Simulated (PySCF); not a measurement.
H$_{3}$As, charge +1, doublet, geometry from GFN2-xTB (a state made from the parent by changing its charge; the spin is typed, not shown lowest).

Here is a job for PySCF.
```python
from pyscf import gto, scf, dft

mol = gto.M(
    atom='''
As   -0.00081235   -0.00009111    0.04565690
H    -0.80100351   -1.13200543   -0.51889760
H    -0.56717943    1.26907846   -0.50994607
H     1.39499045   -0.13406654   -0.47783411
''',
    basis='sto-3g',
    charge=1,
    spin=1,
    verbose=4,
)

mf = dft.UKS(mol)
mf.xc = 'pbe'
mf.kernel()
```

Problem. What does this run give for the <S^2>, Mulliken (on the basis functions themselves) charges in atom order?

Solution. 
```
Quantity                                                                                         Result
------------------------------------------------------------------  -----------------------------------
<S^2>                                                                                             0.751
Mulliken (on the basis functions themselves) charges in atom order  As1 0.67, H2 0.11, H3 0.11, H4 0.11
```

These values belong to the state on which the SCF converged, which isn't shown to be the lowest.
